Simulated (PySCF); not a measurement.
Polarisability and C₆ of B⁻ (boron, charge -1)

[He] 2s2 2p2, high-spin 3P determinant. Calculation: PySCF 2.14, in aug-cc-pV5Z; the non-relativistic Hamiltonian (point nucleus). Coupled (time-dependent) response in atomic units; α is the mean over directions.

| method | mean α (bohr³) | α xx, yy, zz | C₆ (like pair) | S(−4) |
| --- | --- | --- | --- | --- |
| wB97X-V | 139.0 | 71.17, 172.9, 172.9 | 1532 | 21450 |

S(−4) is the Cauchy moment in α(ω) = α(0) + S(−4) ω² + …

α(iu) at wB97X-V:

```json
{"u (hartree)": "0", "α(iu) (bohr³)": "139.0"}
{"u (hartree)": "0.0500", "α(iu) (bohr³)": "105.4"}
{"u (hartree)": "0.100", "α(iu) (bohr³)": "70.92"}
{"u (hartree)": "0.200", "α(iu) (bohr³)": "36.93"}
{"u (hartree)": "0.300", "α(iu) (bohr³)": "22.12"}
{"u (hartree)": "0.500", "α(iu) (bohr³)": "10.38"}
{"u (hartree)": "0.750", "α(iu) (bohr³)": "5.360"}
{"u (hartree)": "1.00", "α(iu) (bohr³)": "3.278"}
{"u (hartree)": "1.50", "α(iu) (bohr³)": "1.601"}
{"u (hartree)": "2.00", "α(iu) (bohr³)": "0.9508"}
{"u (hartree)": "3.00", "α(iu) (bohr³)": "0.4516"}
{"u (hartree)": "5.00", "α(iu) (bohr³)": "0.1769"}
```

A single London oscillator, α(iu) = α/(1 + u²/ω²), gives C₆ = (3/4) ω α². Matching the computed C₆ needs ω = 4 × 1532 / (3 × 139.0²) = 0.106 hartree.

For an ion, C₆ is the dispersion term alone; charge-induced terms of lower order in 1/R come first.

The components differ because the open shell of this determinant is not spherical; for a pure term their mean is the scalar polarisability.
